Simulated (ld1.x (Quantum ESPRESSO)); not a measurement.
# Transferability test, TM potential for Pm (Z = 61)

- Element: Pm (Z = 61)
- Generator: ld1.x (Quantum ESPRESSO) 7.5
- Type: norm-conserving Troullier–Martins (Kleinman–Bylander form)
- Functional: PBEsol
- Relativity: scalar-relativistic
- Frozen core: [Kr] 4d10
- Valence charge: 15
- Reference configuration: 4f5 5s2 5p6 5d0 6s1.75 6p0 (charge +0.25)
- Partial waves: 5s (bound): rc 2.55 bohr; 5p (bound): rc 2.15 bohr; 5d (bound, empty): rc 0.85 bohr; 4f (bound): rc 1.65 bohr
- Local potential: all-electron potential smoothed inside 2.30 bohr (lloc = -1)
- Core correction: none

Occupied shells without a wave of their own: 6s. They enter only through the test configuration that unscreens the potential.

Energies are relative to the spin-unpolarised reference configuration 4f5 5s2 5p6 5d0 6s1.75 6p0; without spin polarisation the order of configurations can differ from experiment.

| valence configuration | charge | ΔE all-electron (eV) | error AE − PS (meV) |
| --- | --- | --- | --- |
| 4f5 5s2 5p6 5d0 6s2 6p0 | 0 | -1.031 | +28 |
| 4f5 5s2 5p6 5d0 6s1 6p0 | +1 | 4.860 | -112 |
| 4f5 5s2 5p6 5d0 6s0 6p0 | +2 | 15.701 | -368 |
| 4f4 5s2 5p6 5d1 6s1 6p0 | +1 | 7.814 | -1062 |
| 4f5 5s2 5p6 5d1 6s1 6p0 | 0 | 0.830 | -538 |

**Question.** What are ΔE and the potential's error for 4f4 5s2 5p6 5d1 6s2 6p0?

**Answer.** ΔE = 1.424 eV all-electron; the error (AE − PS) is -634 meV.

**Question.** What are ΔE and the potential's error for 4f3 5s2 5p6 5d0 6s0 6p0?

**Answer.** ΔE = 80.093 eV all-electron; the error (AE − PS) is -369 meV.

Levels in the configuration 4f4 5s2 5p6 5d1 6s1 6p0:

| level | all-electron (eV) | pseudo (eV) |
| --- | --- | --- |
| 4f | -13.668 | -14.042 |
| 5s | -51.392 | -52.474 |
| 5p | -31.495 | -32.032 |
| 5d | -8.574 | -7.801 |
| 6s | -8.913 | -9.438 |

ld1.x printed “convergence not achieved” for 5 of the counted tests; their residual had stalled under 1e-8, short of the target of 1e-14. The 6s level has no wave, so the channel is fitted at the deeper level alone: the likely source of the large errors.

Note: ghost state, extra bound levels that the all-electron valence spectrum of the same l lacks: d at -2511.3 eV. A true bound ghost makes a file unfit for plane-wave use. The 5d radius (0.85 bohr) lies inside the outermost node of the all-electron wave (0.86 bohr), which a nodeless pseudo-wave cannot match soundly.
